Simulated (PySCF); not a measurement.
SeCl₂, SMILES Cl[Se]Cl. Coordinates come from a PBE-D3(BJ)/def2-TZVP optimisation. The isomer is the one that the SMILES or the coordinates give; other isomers of the formula were not compared.

Level of theory: PBE-D3(BJ)/def2-TZVP in PySCF.

Harmonic wavenumbers (cm⁻¹): 150, 385, 409. Rotational constants (GHz): 7.304, 2.477, 1.850; symmetry number 2.

Q: Work out the zero-point energy and the ideal-gas rigid-rotor harmonic-oscillator thermochemistry at 298.15 K and 1 atm.

A: ZPE = ½ Σ hcν = ½ × 944 cm⁻¹ = 1.35 kcal/mol. H − E(el) = 4.52 kcal/mol. Entropy in cal/(mol K): translation 40.92, rotation 25.29, vibration 4.62, total 70.83. G − E(el) = -16.60 kcal/mol. Cp = 12.80 cal/(mol K).
